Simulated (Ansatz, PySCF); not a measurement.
CH₃BrZn, SMILES [CH3][Zn][Br]. Atoms are numbered in the order given.

```xyz
6

Zn    -0.0059     0.8659     0.0000
Br     0.0070    -1.3994     0.0000
C     -0.0178     2.8097     0.0000
H     -1.0520     3.1874     0.0000
H      0.4956     3.1973    -0.8935
H      0.4956     3.1973     0.8935
```
Charge 0, spin multiplicity 1.

Geometry: B3LYP-D3(BJ)/def2-SVP. The structure was generated by enumeration; whether it is a known compound was not checked.

Two levels are set side by side: PBE-D3(BJ)/def2-SVP (Ansatz, a first-principles code) and B3LYP-D3(BJ)/def2-SVP (Ansatz). Each level has its own optimised geometry; the coordinates shown are those of the second. Frequencies come from the Hessian of PySCF at each geometry. Differences are taken from unrounded values.

```json
[
 {"quantity": "mean bond length (Å)", "B3LYP-D3(BJ)": "1.502", "PBE-D3(BJ)": "1.504", "PBE-D3(BJ) minus B3LYP-D3(BJ)": "0.001"},
 {"quantity": "bond Zn1–Br2 (Å)", "B3LYP-D3(BJ)": "2.265", "PBE-D3(BJ)": "2.260", "PBE-D3(BJ) minus B3LYP-D3(BJ)": "-0.006"},
 {"quantity": "bond Zn1–C3 (Å)", "B3LYP-D3(BJ)": "1.944", "PBE-D3(BJ)": "1.934", "PBE-D3(BJ) minus B3LYP-D3(BJ)": "-0.010"},
 {"quantity": "bond C3–H4 (Å)", "B3LYP-D3(BJ)": "1.101", "PBE-D3(BJ)": "1.108", "PBE-D3(BJ) minus B3LYP-D3(BJ)": "0.007"},
 {"quantity": "bond C3–H5 (Å)", "B3LYP-D3(BJ)": "1.101", "PBE-D3(BJ)": "1.108", "PBE-D3(BJ) minus B3LYP-D3(BJ)": "0.007"},
 {"quantity": "bond C3–H6 (Å)", "B3LYP-D3(BJ)": "1.101", "PBE-D3(BJ)": "1.108", "PBE-D3(BJ) minus B3LYP-D3(BJ)": "0.007"},
 {"quantity": "highest harmonic wavenumber (cm⁻¹)", "B3LYP-D3(BJ)": "3137", "PBE-D3(BJ)": "3089", "PBE-D3(BJ) minus B3LYP-D3(BJ)": "-48"},
 {"quantity": "mean harmonic wavenumber (cm⁻¹)", "B3LYP-D3(BJ)": "1319", "PBE-D3(BJ)": "1291", "PBE-D3(BJ) minus B3LYP-D3(BJ)": "-28"},
 {"quantity": "zero-point energy (kcal/mol)", "B3LYP-D3(BJ)": "22.63", "PBE-D3(BJ)": "22.15", "PBE-D3(BJ) minus B3LYP-D3(BJ)": "-0.48"}
]
```
